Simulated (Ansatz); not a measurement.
Start from `C=C[Se][Si](F)(F)F` and change one atom or group to get `FB(F)[Si](F)(F)F`.

Ansatz, PBE0-D4/def2-TZVP geometries, multiplicity 1. Each molecule was computed in one conformer, which needn't be the lowest.

Scalar relativity is left out up to krypton. Spin–orbit coupling is left out; it splits and shifts lone-pair levels of the heavy atoms by tenths of an eV.

```csv
property,`C=C[Se][Si](F)(F)F`
size of the dipole moment (B3LYP/def2-TZVPP) / D,2.35
size of the dipole moment (PBE/def2-TZVPP) / D,2.27
HOMO–LUMO gap (PBE/def2-TZVPP) / eV,4.39
HOMO energy (PBE0/def2-TZVPP) / eV,-7.55
HOMO–LUMO gap (B3LYP/def2-TZVPP) / eV,6.11
LUMO energy (PBE/def2-TZVPP) / eV,-1.96
```

(1) Give the same properties after the change, and the shifts. (Best estimate.)

Results:

(1) Computed: 
| property | `FB(F)[Si](F)(F)F` | shift |
| --- | --- | --- |
| size of the dipole moment (B3LYP/def2-TZVPP) / D | 0.75 | -1.60 |
| size of the dipole moment (PBE/def2-TZVPP) / D | 0.78 | -1.49 |
| HOMO–LUMO gap (PBE/def2-TZVPP) / eV | 5.76 | 1.37 |
| HOMO energy (PBE0/def2-TZVPP) / eV | -10.22 | -2.67 |
| HOMO–LUMO gap (B3LYP/def2-TZVPP) / eV | 7.88 | 1.77 |
| LUMO energy (PBE/def2-TZVPP) / eV | -2.83 | -0.87 |

With PBE0 the HOMO falls by 2.67 eV and the LUMO falls by 0.93 eV, so the gap widens by about 1.74 eV. PBE moves the HOMO by -2.25 eV and ωB97M-V by -2.73 eV. Dipoles are sizes alone; their direction can turn.

B3LYP here is the variant with VWN-RPA as its local correlation; programs differ in this.
